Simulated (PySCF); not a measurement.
Ga(OH)2 (GaH₂O₂), SMILES [OH][Ga][OH], multiplicity 2.

Coordinates come from a B3LYP-D3(BJ)/def2-TZVP optimisation. One conformer was computed; it need not be the lowest.

The numbers are results of PySCF with IEF-PCM-PBE0/def2-SVP, not measurements.

The values are the electrostatic part of the solvation free energy, E(continuum) − E(gas) at the gas-phase geometry, in a cavity of scaled van der Waals radii (PySCF's table); cavitation and dispersion terms are not included. A continuum can't describe solvent molecules that bind to the metal. The dipole moment in vacuum is 2.92 D.

```
solvent              ε  ΔG(elec) (kcal/mol)  dipole (D)
---------------  -----  -------------------  ----------
water            78.36                 -8.8        3.78
ethanol          24.85                 -8.3        3.73
dichloromethane   8.93                 -7.3        3.63
```
